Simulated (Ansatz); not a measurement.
Start from `[F][Ga]([F])[I]` and change one atom or group to get `[F][Ga]([F])[SiH3]`.

Ansatz, PBE0-D4/def2-TZVP geometries, multiplicity 1. 

Elements past krypton have def2 core potentials. Scalar relativity is left out up to krypton.

| property | `[F][Ga]([F])[I]` |
| --- | --- |
| HOMO energy (PBE/def2-TZVPP) / eV | -7.40 |
| HOMO–LUMO gap (ωB97M-V/def2-TZVPP) / eV | 10.37 |
| HOMO energy (B3LYP/def2-TZVPP) / eV | -8.34 |
| LUMO energy (B3LYP/def2-TZVPP) / eV | -2.64 |
| LUMO energy (PBE0/def2-TZVPP) / eV | -2.29 |
| size of the dipole moment (ωB97M-V/def2-TZVPP) / D | 2.03 |

(1) What does the change do to each property? (Best estimate.)

Results:

(1) The calculation gave: 
```tsv
property	`[F][Ga]([F])[SiH3]`	shift
HOMO energy (PBE/def2-TZVPP) / eV	-7.79	-0.39
HOMO–LUMO gap (ωB97M-V/def2-TZVPP) / eV	11.18	0.81
HOMO energy (B3LYP/def2-TZVPP) / eV	-8.88	-0.54
LUMO energy (B3LYP/def2-TZVPP) / eV	-2.01	0.63
LUMO energy (PBE0/def2-TZVPP) / eV	-1.76	0.53
size of the dipole moment (ωB97M-V/def2-TZVPP) / D	3.59	1.56
```

With PBE0 the HOMO falls by 0.48 eV and the LUMO rises by 0.53 eV, so the gap widens by about 1.01 eV. PBE moves the HOMO by -0.39 eV and ωB97M-V by -0.43 eV. Dipoles are sizes alone; their direction can turn.

B3LYP here is the variant with VWN-RPA as its local correlation; programs differ in this.

Spin–orbit coupling is left out; it splits and shifts lone-pair levels of the heavy atoms by tenths of an eV.
